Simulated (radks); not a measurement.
The numbers below are computed, except where a source is named.
Species: Rb4+. Configuration: [Ar] 3d10 4s2 4p3 (the NIST ground configuration).

Level of theory: scalar-relativistic Kohn-Sham, PBE, spin-polarised, spherical densities, finite nucleus; open shells are filled with parallel spins first (spin-orbit coupling, left out, can overturn this in heavy ions); Fermi nuclear charge, rms radius 4.2036 fm (a radial shooting solver on a logarithmic mesh with Libxc functionals).

Energy parts (eV):
part                       energy
total                  -80999.218
kinetic                 82960.618
electron-nucleus      -193512.767
Hartree                 32252.390
exchange-correlation    -2699.459

Orbitals (lengths in bohr, moments of r in powers of bohr; r(max) is where P^2 peaks; r(90%) holds 90 % of the orbital's charge):
orbital  occ.  eigenvalue (eV)   <1/r>   r(max)  r(90%)
1s up       1        -15087.47   37.87  0.02629  0.0721
1s down     1        -15087.13   37.88  0.02629  0.0721
2s up       1        -2061.249   8.433   0.1495   0.275
2s down     1        -2061.058   8.433   0.1496   0.275
2p up       3        -1833.466   8.241   0.1196   0.253
2p down     3        -1833.141   8.241   0.1196   0.253
3s up       1        -350.4069   2.811   0.4507   0.757
3s down     1        -349.9679   2.811   0.4508   0.757
3p up       3        -277.2912   2.657   0.4461   0.788
3p down     3        -276.7934   2.658   0.4463   0.787
3d up       5        -156.3357   2.395   0.3927   0.852
3d down     5        -155.7460   2.400   0.3927   0.847
4s up       1         -80.0807  0.9840    1.226    1.97
4s down     1         -76.0789  0.9898    1.215    1.98
4p up       3         -62.0998  0.8746    1.345    2.21
4p down     0         -58.0911  0.8716    1.338    2.24

The highest occupied level is 4p up at -62.100 eV. Summed over all electrons, <r^2> = 18.00 bohr^2, which gives a Langevin (diamagnetic) susceptibility term of -14.3 x 10^-6 cm^3/mol. The density falls to 0.001 e/bohr^3 at r = 3.02 bohr. For comparison, the ionisation energy in NIST's Atomic Spectra Database is 68.4 eV (theoretical). In exact Kohn-Sham theory the highest level is minus the ionisation energy, but local and semilocal functionals leave it too shallow, through self-interaction and a potential that decays too fast; potentials with the right tail come closer. The electron density at the nucleus is 5.582e+04 e/bohr^3 (large components only). The spin density at the nucleus is -1.726 e/bohr^3 (1s -0.714, 2s 0.204, 3s 0.152, 4s -1.369).
